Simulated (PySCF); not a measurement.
A structure optimised at PBE0-D3(BJ)/def2-TZVP, used in a PySCF frequency run:

```xyz
6

Te     0.0668    -0.0003     0.3300
O     -0.0164     1.5333    -0.9056
H      0.8447     1.6413    -1.3192
N     -0.4346    -1.5194    -0.8352
H      0.2303    -1.7644    -1.5533
H     -1.3770    -1.4927    -1.1956
```

Write its SMILES and formula.

N[Te]O, H3NOTe

What are its rotational constants (standard atomic weights)?

11.108, 6.1529, 4.0993 GHz
